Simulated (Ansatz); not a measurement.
Species: C4H5N, charge 0, multiplicity 1. SMILES: N#CCC=C
Coordinates optimised at B3LYP-D3(BJ)/def2-TZVP (Ansatz, a quantum-chemistry and plane-wave program):
```xyz
10

C     -2.1869     0.0014    -0.0997
C     -1.0155     0.1347     0.5022
C      0.1869    -0.7208     0.1919
C      1.3507     0.0760    -0.1935
N      2.2591     0.7158    -0.4883
H     -3.0292     0.6267     0.1648
H     -2.3480    -0.7354    -0.8782
H     -0.8741     0.8865     1.2709
H     -0.0398    -1.4231    -0.6129
H      0.4670    -1.3137     1.0688
```

CCSD(T) with Ansatz in growing basis sets, 26 correlated electrons. Valence correlation only, unless marked. Open shells are spin-unrestricted. Spin-orbit coupling is left out. No relativistic terms. Costs are ratios of core time to the smallest set, on shared machines of one kind, and rough; they hold the program's checks for lower states.

| basis | functions | cost over smallest | E(corr) (Eh) | electronic atomisation energy (kcal/mol) |
|---|---|---|---|---|
| cc-pVDZ | 95 | 1× | -0.7471 | 973.0 |
| cc-pVTZ | 220 | 20× | -0.8964 | 1025.8 |

Formally CCSD grows as o²v⁴ and (T) as o³v⁴; with o = 13 and v going from 77 to 202 both grow 47-fold in the last step, while integrals and the mean field grow more slowly. That step adds 149.3 mEh of correlation energy and 52.9 kcal/mol to the atomisation energy.
